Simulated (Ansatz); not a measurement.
```xyz
14

C    -1.8211   -0.2350   -2.3540
C    -1.0300    0.4595   -1.5397
Si   -0.7012   -0.0687    0.2116
N     0.9766   -0.3161    0.4920
Ge    1.9635    0.1743    1.9622
H    -2.0168    0.0691   -3.3789
H    -2.3144   -1.1456   -2.0233
H    -0.5578    1.3628   -1.9240
H    -1.5366   -1.2878    0.4292
H    -1.1197    0.9751    1.1869
H     1.4555   -0.9401   -0.1413
H     1.2418    1.3629    2.6096
H     3.3745    0.5703    1.4917
H     2.0857   -0.9806    2.9781
```

The species carries charge 0 and has multiplicity 1.

Question: List the B3LYP/def2-TZVPP orbital energies in eV (the Gaussian-basis code of Ansatz). (Estimate.)

Answer: Computed: Occupied: -10850.32, -1798.83, -1354.68, -1205.58, -1205.58, -1205.57, -388.94, -277.07, -276.58, -169.25, -143.32, -119.51, -119.49, -119.47, -98.65, -98.63, -98.62, -33.12, -33.07, -33.05, -32.99, -32.98, -22.69, -20.86, -15.97, -15.21, -14.25, -12.77, -11.66, -10.96, -10.23, -9.81, -9.41, -9.05, -8.63, -7.79, -6.97. Lowest empty: -0.78, 0.35, 0.78, 1.12, 1.54, 1.60, 1.85, 2.03.

B3LYP here is the variant with VWN-RPA as its local correlation; programs differ in this.
